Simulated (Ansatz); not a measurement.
Reaction (SMILES): N#P (N-P) → N atom + P atom
B3LYP-D3(BJ)/def2-TZVP geometries, fixed; electronic energies without zero-point terms.
Largest species:
```xyz
2

N      0.0000     0.0000    -1.0110
P      0.0000     0.0000     0.4718
```

Effect of a fitting basis named in the input at r2SCAN/aug-cc-pV(Q+d)Z with Ansatz (an electronic-structure program), against the last row, where the atomisation energy is 139.24 kcal/mol. Open shells are unrestricted. The default fits or decomposes integrals by the program's own choice; accuracy: high also tightens integrals, grids and stops.

| setting | largest shift of a total energy (mEh) | shift of the atomisation energy (kcal/mol) |
|---|---|---|
| fitting: def2-SV(P)-JKFIT | -0.058 | -0.032 |
| fitting: def2-universal-JKFIT | -0.058 | -0.032 |
| fitting: cc-pVTZ-JKFIT | -0.009 | 0.002 |
| fitting: cc-pVQZ-JKFIT | -0.006 | 0.000 |
| fitting: cc-pV5Z-JKFIT | -0.006 | 0.000 |
| fitting: def2-universal-JFIT | -0.101 | 0.062 |
| accuracy: high | 0.001 | 0.000 |
| accuracy: medium (default) | 0.000 | 0.000 |

Within 0.02 kcal/mol in the atomisation energy: fitting: cc-pVTZ-JKFIT; fitting: cc-pVQZ-JKFIT; fitting: cc-pV5Z-JKFIT; accuracy: high. The largest shift is 0.101 mEh in a total energy and 0.062 kcal/mol in the difference.
